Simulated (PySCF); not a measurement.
PySCF 2.14 output of an unrestricted wB97M-V calculation on a single atom or ion in dyall-av3z (15s9p3d2f, 71 functions), with the non-relativistic Hamiltonian (point nucleus):

```
SCF conv_tol = 1e-09
number electrons alpha = 2  beta = 1
    N. Mardirossian and M. Head-Gordon.,  J. Chem. Phys. 144, 214110 (2016)
cycle= 1 E= -23.4412527398761  delta_E= -0.00122  |g|= 0.0109  |ddm|= 0.0986
cycle= 2 E= -23.4412643664776  delta_E= -1.16e-05  |g|= 0.000968  |ddm|= 0.022
cycle= 3 E= -23.4412644925636  delta_E= -1.26e-07  |g|= 0.000286  |ddm|= 0.00123
cycle= 4 E= -23.4412644942476  delta_E= -1.68e-09  |g|= 0.00786  |ddm|= 0.000182
cycle= 5 E= -23.4412644943567  delta_E= -1.09e-10  |g|= 0.000245  |ddm|= 4.22e-05
cycle= 6 E= -23.4412644943824  delta_E= -2.57e-11  |g|= 9.37e-07  |ddm|= 1.96e-05
converged SCF energy = -23.4412644943824  <S^2> = 0.75000558  2S+1 = 2.0000056
```

The run itself started from symmetry-adapted Hartree-Fock orbitals and held the occupation by maximum overlap, on a logarithmic radial grid, so the iterations belong to that start.

Question: Which element, charge and spin multiplicity is this?

Answer: B²⁺ (boron, charge +2), multiplicity 2; the state was [He] 2s1, 2S determinant.
